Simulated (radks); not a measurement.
All-electron atom: Ti+ in [Ar] 3d2 4s1. All-electron calculation, non-relativistic Kohn-Sham, PBE, spin-polarised, spherical densities, point nucleus; open shells are filled with parallel spins first; hard spherical wall at 10 bohr. Program: a radial shooting solver on a logarithmic mesh with Libxc functionals.

Normalised radial functions P(r) = r R(r), r in bohr:

r,3s up,3d down
0.005085,0.0993,0.0000
0.007586,0.1400,0.0000
0.01132,0.1915,0.0001
0.01688,0.2501,0.0003
0.02499,0.3021,0.0008
0.03728,0.3219,0.0025
0.05561,0.2626,0.0074
0.08296,0.0753,0.0206
0.1238,-0.2367,0.0533
0.1846,-0.5307,0.1251
0.2754,-0.5094,0.2591
0.4109,0.0325,0.4584
0.613,0.8001,0.6722
0.9145,1.1037,0.7923
1.353,0.7410,0.7289
2.019,0.2497,0.5232
3.012,0.0368,0.2823
4.493,0.0017,0.0956
6.703,0.0000,0.0176
10,0.0000,0.0000

3s up: eigenvalue -69.770 eV, 2 radial nodes at r = 0.0925, 0.404 bohr, <r> = 1.01 bohr, 90 % of the charge inside 1.52 bohr. 3d down (empty): eigenvalue -10.240 eV, 0 radial nodes, <r> = 1.49 bohr, 90 % of the charge inside 2.59 bohr.
